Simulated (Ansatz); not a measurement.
The first iterations of a band of H$_{3}$OSTe (6 atoms, charge 1, multiplicity 1).

These are results of Ansatz, RKS B3LYP-D4/def2-SVP, not measurements.

```
movable images  : 6
climbing image  : no
spring          : 5.0 eV/Å²
optimiser       : quadratic models (default)
start path      : through a guess of the saddle point
force threshold : 0.05 eV/Å
iteration limit : 60
end points      : relaxed
```

Initial state:

```xyz
6
Properties=species:S:1:pos:R:3
O -1.194 0.359 -0.586
S 0.673 -0.804 -0.571
Te 1.298 -0.960 1.617
H -1.912 -0.180 -0.969
H -1.092 1.139 -1.165
H 2.227 0.446 1.675
```

Final state:

```xyz
6
Properties=species:S:1:pos:R:3
O -1.064 0.464 -0.488
S 1.190 -0.637 0.017
Te 1.213 -1.672 2.066
H -1.617 -0.133 -1.019
H -1.114 1.316 -0.953
H 1.392 0.663 0.376
```

| iteration | highest image above the first end (eV) | largest band force component (eV/Å) |
| --- | --- | --- |
| 1 | 1.678 | 2.975 |
| 2 | 1.482 | 0.657 |

Problem. Does the band converge within its limit, and where does its top end?

Solution. It converged. It ended after 7 iterations with the highest image 1.407 eV above the first end. No image climbed, so the highest image needn't sit at the top of the path. The orbitals stay closed-shell, which can raise the energy where a bond breaks towards radicals; this wasn't checked here. Limits of this set-up: the dipole of an ion depends on the origin.

Time of the run: 120 s on 1 thread of Arm Neoverse V2 (shared host), peak memory 0.15 GiB.
